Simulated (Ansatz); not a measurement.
A search over several starts for the lowest SCF solution of Mg₃N₂ at the given spin, in a small basis.

```yaml
crystal:
  periodic: [false, false, false]
  atoms:
    - {symbol: Mg, position_ang: [-0.350332, 0.109781, 1.939115]}
    - {symbol: Mg, position_ang: [1.749730, 0.321961, -1.442590]}
    - {symbol: Mg, position_ang: [-2.171324, 0.366355, -0.349142]}
    - {symbol: N, position_ang: [0.907168, -0.626145, 0.232039]}
    - {symbol: N, position_ang: [-0.135243, -0.171952, -0.379422]}
basis:
  gaussian: {orbitals: def2-SVP, initial_orbitals: start.molden}
magnetization: {spin_polarized: true, initial_magnetization: 4}
hamiltonian: {xc: pbe0, dispersion: d4}
output: {orbitals: {seedname: orbitals}}
```

The file start.molden holds the orbitals of an earlier run on this structure, at another level or in another basis.

```sh
$ ansatz run in.yaml --threads 4 --pin off --events-out ev --progress --plain --max-ram 3916MiB
```

Output, abridged:

```
Functional definition: PBE0
718 factors; integrals over basis functions are off by at most 7.2e-4 eV
mean field evaluation 1: about -19290.2521 eV, gradient 4.0e0 eV
mean field evaluation 2: about -19290.3897 eV, gradient 2.5e-1 eV
mean field evaluation 4: about -19290.7912 eV, gradient 1.8e-2 eV
mean field evaluation 8: about -19290.7916 eV, gradient 1.0e-5 eV
mean field evaluation 16: about -19289.9739 eV, gradient 6.4e0 eV
mean field evaluation 32: about -19290.7916 eV, gradient 5.0e-4 eV
mean field -19290.79157346 eV, -708.9235145566 hartree, gradient 2.3e-5 eV, S^2 6.081157; 1 other end points of the search recorded, 0 dependent functions left out
reference -19290.79160857 eV, -708.9235158466 hartree; 27, 23 occupied and 55, 59 virtual orbitals, 718 factors
Total energy: -19290.90746107 eV, -708.9277733475 hartree
```

Run time 6 s (4 threads of Arm Neoverse N1 on a shared host).

The structure comes from a short search, and lower isomers may exist.
